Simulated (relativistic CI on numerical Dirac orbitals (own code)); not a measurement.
# What each ingredient does to the levels of Sc17+

Base calculation: Dirac-Coulomb-Breit CI, KLI orbitals optimised for each configuration, model QED (radiative potential, 1s self-energy scaled to tabulated hydrogen-like ionisation energies), unscaled Slater integrals.

Configuration list (outside the closed core 1s2): 2s2, 2s 2p, 2p2, 2p 3s, 2p 3p, 2s 3s, 2s 3p, 2s 3d, 2s 4s, 2s 4p, 2s 4d, 2s 4f, 2s 5s, 2s 5p, 2s 5d, 2s 5f, 2s 5g, 3s2, 3s 3p, 3p2. Levels of other configurations are missing.

The lowest level and the first level of each name with at least 55 % of one term (blank where a level has no safe partner in the second run):

```
      Level  Base (eV)  Shift (eV)
   2s2 1S_0      0.000       0.000
2s 2p 3P°_0     34.008      -6.377
2s 2p 3P°_1     35.707      -6.376
2s 2p 3P°_2     39.946      -6.376
2s 2p 1P°_1     70.285      -6.303
   2p2 3P_0     91.159      -6.579
   2p2 3P_1     93.939      -6.372
   2p2 3P_2     96.896      -6.332
   2p2 1D_2    106.980      -5.928
   2p2 1S_0    129.861     -12.274
 2s 3s 3S_1    689.454      -5.114
 2s 3s 1S_0    696.011      -4.042
2s 3p 3P°_0    706.108      -6.215
2s 3p 3P°_2    707.822      -6.232
 2s 3d 3D_1    715.887      -5.825
 2s 3d 3D_2    716.104      -5.875
 2s 3d 3D_3    716.462      -5.931
 2s 3d 1D_2    722.947      -5.969
2p 3s 3P°_0    732.451      -6.513
2p 3s 3P°_1    733.687      -7.003
2p 3s 3P°_2    738.638      -6.491
 2p 3p 3D_1    742.741      -6.784
```

At this charge energies of transitions that change n are usually good to better than 1 %, and those within a shell (Δn = 0) to a few per cent.

(1) One thing was changed in a second run, which moved the levels as shown. Which?
A. configuration mixing switched off
B. QED terms removed
C. Breit term removed

## Answers

(1) A. Configuration mixing switched off. Without mixing, levels that were pushed by configurations of the same parity and J return to their single-configuration places.

LS names give the leading component of a level, which can be under half, so a name can repeat, a term be missing and a line seem to break the LS rules.
